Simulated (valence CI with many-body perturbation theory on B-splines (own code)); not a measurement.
# E1 line list for Er¹⁸⁺

Calculated by relativistic CI+MBPT: four valence electrons over a frozen Dirac-Fock core [Kr] 4d10, a basis of 7 s, 7 p, 7 d, 7 f, 4 g, 2 h functions for each j, with the one-electron correlation potential Σ1, the two-electron term Σ2, the three-electron term Σ3, Breit, model QED; selected CI, second order for the rest, scaled by the run's own slope (own B-spline code, finite nucleus).

No measured levels were compared; by estimate terms of the open shell hold to a few per cent of their energy, and close levels can change places.

Lines 1 to 50 of 368 in falling wavelength, among levels below 533410 cm⁻¹, chosen from the strongest by gf and those to the six lowest levels. Wavelengths and rates use the calculated energies, so an error of 2000 cm⁻¹ moves a line at 674.6 Å by 1.3 % and its rate by three times that or more. Electric multipoles are in the length gauge, E1 and E2 with the static RPA response of the core. Weak lines are less certain than strong ones. Lines between different terms over intervals too small for the method are left out, as are lines whose strength nearly cancels. Where a level lies close to another of its J and parity, the split of strength between their lines is uncertain. The highest levels of a list are the least certain.

Names give the largest LS component (configuration and term), which can be under half, so a name can repeat, a term be missing and a line seem to break the LS rules; names also repeat where a configuration has a term twice. Letters in brackets count levels of one name in rising energy.

```tsv
λ vac (Å)	Upper	Lower	A (s⁻¹)	log gf	Branch %
674.6	4f³5p ³H_4	4f³5s ³G°_3 [c]	3.67e+04	-4.65	0.0
633.1	4f³5p ⁵I_5	4f³5s ³G°_4 [c]	3.82e+04	-4.60	0.0
594.4	4f³5p ⁵H_6	4f³5s ³G°_5 [d]	2.15e+04	-4.83	0.0
594.0	4f³5s ¹I°_6	4f⁴ ³H_6 [d]	1.66e+04	-4.94	6.4
588.6	4f³5s ³H°_6 [b]	4f⁴ ¹I_6 [c]	2.55e+04	-4.76	6.4
575.8	4f³5s ¹H°_5 [b]	4f⁴ ¹I_6 [c]	3.05e+04	-4.78	7.4
569.4	4f³5p ⁵K_5	4f³5s ³H°_5	6.28e+04	-4.47	0.0
566.6	4f³5s ³I°_6 [a]	4f⁴ ³K_7 [b]	3.48e+04	-4.66	62.3
565.1	4f³5p ⁵K_5	4f³5s ¹I°_6	2.48e+04	-4.88	0.0
556.7	4f³5s ¹G°_4 [b]	4f⁴ ¹G_4 [e]	5.96e+04	-4.60	4.3
556.2	4f³5p ⁵I_5	4f³5s ¹H°_5 [b]	6.09e+04	-4.51	0.0
546.3	4f³5p ³H_4	4f³5s ³H°_5	2.89e+04	-4.93	0.0
544.8	4f³5p ⁵I_5	4f³5s ³H°_6 [b]	2.45e+04	-4.92	0.0
541.1	4f³5p ³H_4	4f³5s ³H°_4 [b]	6.58e+04	-4.59	0.0
538.8	4f³5p ⁵K_5	4f³5s ³G°_5 [c]	3.99e+05	-3.72	0.0
535.1	4f³5s ³I°_7 [a]	4f⁴ ³K_8 [c]	5.45e+04	-4.45	70.2
533.4	4f³5p ⁵K_6	4f³5s ³H°_5	1.01e+05	-4.25	0.0
529.9	4f³5p ⁵H_6	4f³5s ¹H°_5 [b]	4.09e+05	-3.65	0.0
529.6	4f³5p ⁵K_6	4f³5s ¹I°_6	4.32e+05	-3.63	0.0
529.1	4f³5s ³H°_6 [b]	4f⁴ ¹H_5 [b]	1.91e+04	-4.98	4.8
526.9	4f³5p ⁵K_5	4f³5s ³I°_5 [b]	1.02e+06	-3.33	0.0
520.6	4f³5p ⁵I_5	4f³5s ¹I°_6	2.54e+05	-3.94	0.0
519.5	4f³5p ⁵I_5	4f³5s ³H°_4 [b]	1.15e+05	-4.29	0.0
518.1	4f³5p ³H_4	4f³5s ³G°_5 [c]	1.77e+05	-4.19	0.0
517.4	4f³5p ⁵K_6	4f³5s ³I°_7 [b]	1.02e+05	-4.28	0.0
514.6	4f³5p ⁵K_6	4f³5s ³L°_7	3.69e+05	-3.72	0.0
511.3	4f³5p ⁵K_5	4f³5s ³G°_4 [b]	6.51e+04	-4.55	0.0
511.2	4f³5p ⁵K_7	4f³5s ¹L°_8	1.16e+05	-4.17	0.0
509.4	4f³5p ⁵K_5	4f³5s ³G°_5 [b]	2.42e+04	-4.98	0.0
507.4	4f³5p ³H_4	4f³5s ¹G°_4 [a]	5.32e+04	-4.73	0.0
507.0	4f³5p ³H_4	4f³5s ³I°_5 [b]	2.64e+05	-4.04	0.0
506.5	4f³5p ⁵K_6	4f³5s ³G°_5 [c]	1.72e+05	-4.06	0.0
506.4	4f³5s ¹K°_7	4f⁴ ¹L_8 [b]	5.25e+04	-4.52	21.4
503.3	4f³5s ³I°_7 [b]	4f⁴ ¹I_6 [b]	1.90e+04	-4.97	8.9
502.5	4f³5p ⁵I_5	4f³5s ⁵D°_4	3.81e+04	-4.80	0.0
502.1	4f³5p ⁵K_6	4f³5s ³I°_6 [b]	8.19e+05	-3.40	0.0
501.2	4f³5p ⁵K_7	4f³5s ¹I°_6	1.17e+06	-3.18	0.0
499.5	4f³5p ³H_4	4f³5s ⁵D°_3	2.18e+05	-4.13	0.0
498.2	4f³5p ⁵I_5	4f³5s ³G°_5 [c]	3.40e+05	-3.86	0.0
497.4	4f³5p ⁵H_6	4f³5s ¹I°_6	9.01e+05	-3.36	0.0
495.9	4f³5p ⁵K_6	4f³5s ³I°_5 [b]	8.29e+05	-3.40	0.0
494.5	4f³5s ³G°_3 [c]	4f⁴ ³H_4 [b]	4.45e+04	-4.94	6.2
494.0	4f³5p ⁵I_5	4f³5s ³I°_6 [b]	6.05e+05	-3.61	0.0
492.5	4f³5p ³H_4	4f³5s ³G°_4 [b]	3.63e+05	-3.93	0.0
491.7	4f³5p ³H_4	4f³5s ³D°_3 [a]	1.30e+05	-4.37	0.0
490.8	4f³5p ³H_4	4f³5s ³G°_5 [b]	6.55e+04	-4.67	0.0
490.2	4f³5p ⁵K_7	4f³5s ³I°_7 [b]	8.65e+05	-3.33	0.0
488.4	4f³5p ⁵I_5	4f³5s ¹G°_4 [a]	8.61e+05	-3.47	0.0
488.0	4f³5p ⁵I_5	4f³5s ³I°_5 [b]	2.82e+05	-3.96	0.0
487.9	4f³5p ⁵K_7	4f³5s ³L°_8	2.98e+06	-2.80	0.0
```

**Question.** How does gf follow from A for the line at 535.1 Å?

**Answer.** gf = 1.4992 × (2J+1)_upper × A / σ², with σ = 186873 cm⁻¹ and 2J+1 = 15: gf = 3.51e-05.
